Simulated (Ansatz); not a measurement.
Compare A (`C[SiH2]/C=C/[SiH3]`) with its isomer B (`C[Si]1([SiH3])CC1`).

Computed with Ansatz on PBE0-D4/def2-TZVP structures; ΔE is electronic, products minus reactants. CCSD(T)/CBS adds triple-zeta CCSD(T) − MP2 to the extrapolated MP2 energy (def2 sets, frozen cores). Functionals use def2-TZVPP. B3LYP here is the variant with VWN-RPA as its local correlation; programs differ in this. Each species was taken in one conformer, which may not be the lowest.

**Question.** Which isomer does CCSD(T)/CBS put lower? Give the gap. (Estimate.)

**Answer.** Computed: A, by 6.0 kcal/mol.

**Question.** Give E(B) − E(A) in kcal/mol with CCSD(T)/def2-TZVPP, r2SCAN-D4, B3LYP-D4, LDA (SPW92), HF/def2-TZVPP, PBE-D4, ωB97M-V. (An estimate is asked.)

**Answer.** Computed: CCSD(T)/def2-TZVPP 6.0, r2SCAN-D4 1.6, B3LYP-D4 7.1, LDA (SPW92) -4.5, HF/def2-TZVPP 15.6, PBE-D4 -0.8, ωB97M-V 4.9. The order is the other way round with LDA (SPW92), PBE-D4.

**Question.** Does the order hold for the free energy at 298.15 K (harmonic terms from PBE0-D4)? (Best estimate.)

**Answer.** The calculation gave: Yes: G(B) − G(A) = +9.3 kcal/mol, for one conformer each.

Largest T1 diagnostic: 0.011.

Leaving LDA and LC-ωPBE aside and taking each functional with its dispersion term where it has one, the values, not all of them listed here, spread over 9.0 kcal/mol, from PBE-D4 to BHLYP-D4. LDA lies −4.1 kcal/mol from PBE without D4. In def2-TZVPP, CCSD(T) changes the Hartree–Fock value by −9.5 kcal/mol (the triples alone add −0.8 kcal/mol) and MP2 by −11.2 kcal/mol.
